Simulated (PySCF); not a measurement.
All values below come from ωB97X-D3(BJ)/def2-TZVP // PBE0-D3(BJ)/def2-TZVP (PySCF). All species are isolated molecules in the gas phase. One relaxed conformer stands for a flexible species; it need not be the lowest. Excitations are Tamm–Dancoff values on a coarser integration grid. The basis has no diffuse functions, so Rydberg states are missing or too high.

Reference species (SMILES): `O[SiH2][SiH2][SiH2][SiH3]` (neutral, multiplicity 1).

The T1 excitation (TDA) is 5.78 eV and the HOMO–LUMO gap is 11.38 eV.

Changed species: `O[Si]([SiH3])([SiH3])[SiH3]` (H–O–Si–Si torsion 60°).

Task: Predict the effect on the T1 excitation (TDA) and HOMO–LUMO gap.

Result: the T1 excitation (TDA) falls by 0.84 eV, to 4.94 eV; the HOMO–LUMO gap drops by 0.69 eV, to 10.69 eV.
